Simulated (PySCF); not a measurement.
C₆H₁₂OS.
Geometry (PBE0-D3(BJ)/def2-SVP, Å), atoms numbered from 1 in this order:
```xyz
20
C6H12OS angstrom
O      0.6605    2.6423   -1.2534
S      0.1395    1.2307   -1.2309
C      1.1129    0.3794    0.0664
C      1.0191   -1.1392    0.0535
C     -0.3710   -1.7258   -0.2008
C     -1.5287   -1.1018    0.5861
C     -2.2219    0.0570   -0.1291
C     -1.4275    1.3398   -0.2895
H      0.8034    0.8259    1.0243
H      2.1336    0.7330   -0.1410
H      1.7082   -1.5404   -0.7067
H      1.3980   -1.5028    1.0238
H     -0.3195   -2.8050    0.0127
H     -0.6027   -1.6526   -1.2783
H     -2.2904   -1.8769    0.7645
H     -1.1878   -0.7854    1.5883
H     -3.1461    0.3165    0.4140
H     -2.5503   -0.2909   -1.1241
H     -1.1487    1.8025    0.6716
H     -1.9923    2.0910   -0.8627
```

Linear response at CAM-B3LYP/def2-SVPD (PySCF, frozen core in the response, non-relativistic). Geometry: PBE0-D3(BJ)/def2-SVP, one conformer, isolated molecule.

Static isotropic polarisability: 93.24 au (13.82 Å³), principal values 79.0, 97.2, 103.5 au.

**Question.** What is the polarisability at 1064 nm and at the sodium D line?

**Answer.** 93.93 au at 1064 nm (+0.7 %), 95.56 au at 589.3 nm (+2.5 %). The rise at 589.3 nm is 3.36 times that at 1064 nm; a pure ω² law gives 3.26. The lowest singlet lies at 214 nm, shorter than both wavelengths.

**Question.** What is the isotropic C6 coefficient between two such molecules, C6 = (3/π)∫α(iω)² dω?

**Answer.** 3776 au (Eh·bohr⁶) by a ten-point quadrature over imaginary frequencies, which is 2260 eV·Å⁶ or 218 J·nm⁶/mol.

**Question.** Which effective excitation energy ω̄ makes London's formula C6 = (3/4)α²ω̄ exact here?

**Answer.** ω̄ = 4·C6/(3α²) = 0.579 Eh = 15.8 eV. A one-pole form α(ω) = α/(1 − ω²/ω̄²) fitted to the 1064 nm value gives 13.6 eV. London's choice of the ionisation energy (8.55 eV, ΔSCF at the same level) gives C6 = 2050 au, 46 % too low.

**Question.** What n − 1 at the D line would an ideal gas of it have at 273.15 K and 1 atm (2.6868 × 10¹⁹ cm⁻³), by n − 1 = 2π·N·α′?

**Answer.** 23.91 × 10⁻⁴, a formal value whether or not that pressure can be reached.

**Question.** What three-body coefficient follows from the one-pole estimate C9 = (3/4)·α·C6?

**Answer.** 264000 au. This is an estimate from the two numbers above, not a computed integral.

**Question.** The lowest 6 singlets have (eV, f): 5.78, 0.009; 5.95, 0.037; 6.38, 0.007; 6.68, 0.069; 6.75, 0.003; 7.11, 0.006. What share of the static polarisability do they carry in the sum over states α = Σ f/ω²?

**Answer.** 2.38 au, 2.6 % of α; the largest term, 1.15 au, is that of the state at 6.68 eV. Their oscillator strengths add up to 0.13. Higher states carry the rest.

**Question.** What does −C6/R⁶ come to at R = 12 Å between centres?

**Answer.** -73 J/mol. This is the leading, orientation-averaged term; C8 and higher terms are left out.

The run took 2.6 min of wall time (grids of density and orbitals included) on one thread of an Arm Neoverse N1, on a shared host. This is the whole response run at CAM-B3LYP/def2-SVPD, SCF included.
